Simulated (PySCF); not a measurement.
**Structure from NMR data**

An unknown has the formula C$_{3}$H$_{6}$BF$_{2}$NO. Its calculated NMR data are:

¹H NMR (400 MHz, computed): δ 5.70 (t, J = 82.9 Hz, 1H), 4.41 (m, 2H), 2.23 (br, 3H).

¹³C{¹H} NMR (computed): δ 122.7 (t, J = 330.9 Hz), 111.5, 51.8 (t, J = 4.6 Hz).

Isolated molecule, no relativistic terms, rapidly exchanging positions averaged, a single conformation. Geometry: PBE0-D3(BJ)/def2-SVP; J couplings at B3LYP/pcJ-1 (spin–dipole term only in couplings to heteroatoms); σ from GIAO-PBE0/pcSseg-1; PySCF.

δ = σ(ref) − σ, references computed at the same level: TMS for ¹H (σ = 31.27 ppm) and ¹³C (σ = 184.41 ppm).

Question: Deduce the structure.

Answer: 
- 3 carbon signals for 3 carbons: no two carbons are equivalent.
- Carbon types of the structure: 1 × C, 1 × CH, 1 × CH2, leaving 3 H on heteroatoms.
- δC 122.7: sp3 CH bonded to 2 F and O; 3 electronegative neighbours deshield it.
- δC 111.5: nitrilium-type carbon.
- δC 51.8: sp3 CH2 bonded to O, α to a nitrile; the inductive effect lowers its shielding.
- δH 5.70: hydrogen on an sp3 CH bonded to 2 F and O; its carbon carries F and O, which withdraws density.
- δH 4.41: hydrogen on an sp3 CH2 bonded to O, α to a nitrile; its carbon carries O, which withdraws density.
- δH 2.23: hydrogen on a boron bonded to N.

These data were computed for `[BH3-][N+]#CCOC(F)F`.

The shifts were computed for this structure.

Hydrogens on boron are broadened and split by ¹¹B (spin 3/2, 80 %) and 10B (spin 3). C–F couplings over four or more bonds (about 3 Hz to the para carbon of a fluoroarene) are left out. Common functionals overestimate the size of one-bond C–F couplings by tens of Hz; these are unscaled. Multiplet labels drop couplings under 1 Hz and merge nearly equal ones. Couplings among chemically equivalent protons are left out too, so labels in AA′BB′ or AA′XX′ sets are apparent multiplicities. Shifts are as computed. Against solution values, carbons near 30 ppm lie about +2 ppm off and those near 130 ppm about +5 ppm. Of 1211 compounds with measured shifts, 218 miss one by over three times the rms of a fit or turn the order of signals round; such compounds aren't used in these exercises.
